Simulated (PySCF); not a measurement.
PySCF job for tetrasilane (H₁₀Si₄), SMILES [SiH3][SiH2][SiH2][SiH3], PBE0/pcSseg-1. The structure is a stationary point at ωB97X-D3(BJ)/def2-SVP. The values are those of a single conformer.

```python
import numpy as np
from pyscf import gto, scf, dft
from pyscf.prop.nmr import rks as nmr

mol = gto.M(
    atom='''
    Si    2.04805673    0.20873567    0.98513516
    Si    1.09263335   -0.40821646   -1.05450677
    Si   -1.09263334    0.40821647   -1.05450676
    Si   -2.04805674   -0.20873567    0.98513515
    H     3.50877115   -0.09274752    1.03016169
    H     1.36490325   -0.53792296    2.08287408
    H     1.84486056    1.67120384    1.20880026
    H     1.88579827    0.13462023   -2.19797827
    H     1.06248864   -1.89928052   -1.15265514
    H    -1.06248864    1.89928052   -1.15265514
    H    -1.88579826   -0.13462023   -2.19797827
    H    -1.84486057   -1.67120384    1.20880025
    H    -3.50877115    0.09274752    1.03016169
    H    -1.36490325    0.53792296    2.08287408
    ''',
    basis='pcSseg-1',
    charge=0,
    spin=0,
    max_memory=1600,
    verbose=3,
)
mf = dft.RKS(mol, xc='pbe0')
mf.grids.level = 3
mf.conv_tol = 1e-10
mf.max_cycle = 100
mf.kernel()
n = nmr.NMR(mf)
n.verbose = 2
n.max_cycle_cphf = 60
sigma = n.kernel()
print('atom   isotropic/ppm   span/ppm')
for i, s in enumerate(sigma):
    w = np.linalg.eigvalsh((s + s.T) / 2)
    print(f'{mol.atom_symbol(i):2s}{i + 1:3d} {w.mean():14.3f} {w[2] - w[0]:11.3f}')
```

Output:

```
converged SCF energy = -1163.42632134541
atom   isotropic/ppm   span/ppm
Si  1        459.185       8.869
Si  2        469.662      22.483
Si  3        469.662      22.483
Si  4        459.185       8.869
H   5         27.611       9.700
H   6         27.702       8.175
H   7         27.817       8.225
H   8         27.710      10.002
H   9         27.866       8.715
H  10         27.866       8.715
H  11         27.710      10.002
H  12         27.817       8.225
H  13         27.611       9.700
H  14         27.702       8.175
```

The calculation finished and met its thresholds.
